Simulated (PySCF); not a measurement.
**A thermochemical cycle for CdP**

r²SCAN in PySCF with def2-SVP on every atom (core potentials on Cd), for the lowest determinant that a PBE0 search found; no spin–orbit coupling. CdP, a quartet (σ ↑, π ↑↑), has De = 0.37 eV to neutral atoms, and CdP⁺, a triplet (π ↑↑), has De = 1.77 eV to Cd⁺ + P.

At the same level the Cd atom ionises at 8.90 eV.

Question: What is the adiabatic ionisation energy of the molecule, and does ionisation strengthen or weaken the bond?

Answer: IE = IE(Cd) + De(neutral) − De(ion) = 8.90 + 0.37 − 1.77 = 7.50 eV. De changes by +1.40 eV, so ionisation strengthens the bond.

Weak bonds: CdP. Basis-set superposition, not corrected here, can be much of De in a small basis, most of all at correlated wavefunction levels. Spin–orbit coupling is left out. For an ion De counts to the pair picked by the measured ionisation energies or electron affinities, which need not be the lowest pair at this level. States were picked by a PBE0 search and need not be the measured ground states.
